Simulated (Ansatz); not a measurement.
A nudged elastic band was laid between two geometries of AsBH3 (5 atoms, charge 0, multiplicity 2).

These are results of UKS PBE0-D4/def2-SVP (Ansatz), not measurements.

```
movable images  : 5
climbing image  : yes
spring          : 5.0 eV/Å²
optimiser       : quadratic models (default)
start path      : through a guess of the saddle point
force threshold : 0.03 eV/Å
iteration limit : 60
end points      : relaxed
```

Image 0:

```xyz
5
Properties=species:S:1:pos:R:3
B -0.103 -0.638 0.100
As 1.053 0.989 -0.018
H -1.242 -0.559 0.496
H 0.372 -1.722 -0.144
H -0.080 1.929 -0.433
```

Image 6:

```xyz
5
Properties=species:S:1:pos:R:3
B -0.088 -0.382 0.164
As 1.085 1.160 0.410
H -1.171 -0.407 0.703
H 0.248 -1.282 -0.571
H -0.073 0.910 -0.706
```

Question: Which bonds break or form, and what moves?

Answer: No bond is made or broken.

Question: Give the energies along the band, and the barrier.

Answer: It converged. The highest image is number 4 of 0 to 6, 2.2 kcal/mol above the first end and 0.6 kcal/mol above the last; the last end lies 1.6 kcal/mol above the first. A vibrational analysis at the climbing image gives one clearly imaginary mode, 309i cm⁻¹: a first-order saddle point.

```json
{"image": "0", "path coordinate (Å)": "0.00", "energy (kcal/mol)": "0.0"}
{"image": "1", "path coordinate (Å)": "0.31", "energy (kcal/mol)": "0.5"}
{"image": "2", "path coordinate (Å)": "0.62", "energy (kcal/mol)": "1.5"}
{"image": "3", "path coordinate (Å)": "0.93", "energy (kcal/mol)": "1.9"}
{"image": "4", "path coordinate (Å)": "1.24", "energy (kcal/mol)": "2.2"}
{"image": "5", "path coordinate (Å)": "1.42", "energy (kcal/mol)": "2.0"}
{"image": "6", "path coordinate (Å)": "1.61", "energy (kcal/mol)": "1.6"}
```

Question: What is the geometry of the highest image?

Answer: 
```xyz
5
Properties=species:S:1:pos:R:3
B -0.088 -0.457 0.237
As 1.050 1.165 0.272
H -1.148 -0.469 0.822
H 0.215 -1.398 -0.462
H -0.029 1.159 -0.869
```

Question: What are the harmonic wavenumbers there?

Answer: 309i, 428, 574, 638, 908, 1125, 2039, 2558, 2664 cm⁻¹.

The run took 2.4 min on 1 thread of AMD EPYC 7R43 64-Core Processor (Zen 3), with other jobs on the host, peak memory 0.16 GiB.
